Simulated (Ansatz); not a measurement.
Basis-set extrapolation for `BCC#CF` (PBE0-D4/def2-TZVP geometry, frozen core, the Gaussian-basis code of Ansatz). Multiplicity 1, RHF reference.

```
                      def2-TZVPP   def2-QZVPP
                 HF  -240.032870  -240.043307
    MP2 correlation    -0.809218    -0.869526
CCSD(T) correlation    -0.872838      not run
```

Energies in hartree. Use E(X) = E(∞) + A·exp(−7.88·√X) for Hartree–Fock and E(X) = E(∞) + B·X^(−2.97) for correlation, with X = 3 and 4, and add CCSD(T) minus MP2 of the smaller set to the MP2 limit.

Task: What is the CCSD(T) energy at the basis-set limit?

Result: HF limit: -240.043307 + (-0.010437) × 0.13774 = -240.04474. MP2 limit: -0.869526 + (-0.060308) × 0.74074 = -0.91420. Higher-order term: -0.872838 − (-0.809218) = -0.06362. Total: -241.02256 hartree, 306.8 kJ/mol below CCSD(T)/def2-TZVPP.
